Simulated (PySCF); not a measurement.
Gas-phase reaction: 3 CH3GeH3 → 3 GeH4 + CH4 + C2H2 (acetylene)

Method: PySCF energies (xtb for GFN2) plus ideal-gas RRHO corrections (1 bar). † marks an energy on the PBE0/def2-TZVP geometry and frequencies; other levels use their own. CCSD(T) freezes the core. All species are closed-shell singlets. Ge: all electrons, no relativistic terms. CCSD(T) isn't extrapolated to the basis-set limit; its ΔH°(298 K) is 271.0 kJ in def2-SVP and 296.4 kJ in def2-TZVPP. The harmonic model lacks anharmonicity and excited electronic states, which grow with temperature; levels with a mode under 35 cm⁻¹ are left out. Internal rotation in CH3GeH3 is treated as a harmonic vibration of one conformer, which makes the entropy rough.

```json
[
 {"level": "BLYP/def2-TZVP†", "ΔE electronic, kJ": "276", "ΔH°(298 K), kJ": "239", "ΔS°(298 K), J/K": "230", "ΔG°(2000 K), kJ": "-200"},
 {"level": "CCSD(T)/def2-TZVPP†", "ΔE electronic, kJ": "333", "ΔH°(298 K), kJ": "296", "ΔS°(298 K), J/K": "230", "ΔG°(2000 K), kJ": "-143"},
 {"level": "GFN2-xTB", "ΔE electronic, kJ": "251", "ΔH°(298 K), kJ": "222", "ΔS°(298 K), J/K": "229", "ΔG°(2000 K), kJ": "-212"},
 {"level": "PBE/def2-TZVP†", "ΔE electronic, kJ": "338", "ΔH°(298 K), kJ": "301", "ΔS°(298 K), J/K": "230", "ΔG°(2000 K), kJ": "-138"},
 {"level": "ωB97M-V/def2-TZVP†", "ΔE electronic, kJ": "337", "ΔH°(298 K), kJ": "300", "ΔS°(298 K), J/K": "230", "ΔG°(2000 K), kJ": "-139"},
 {"level": "ωB97X-V/def2-TZVP†", "ΔE electronic, kJ": "351", "ΔH°(298 K), kJ": "315", "ΔS°(298 K), J/K": "230", "ΔG°(2000 K), kJ": "-125"}
]
```
ΔH° is lowest at GFN2-xTB and highest at ωB97X-V/def2-TZVP†. No reference value is set beside these.
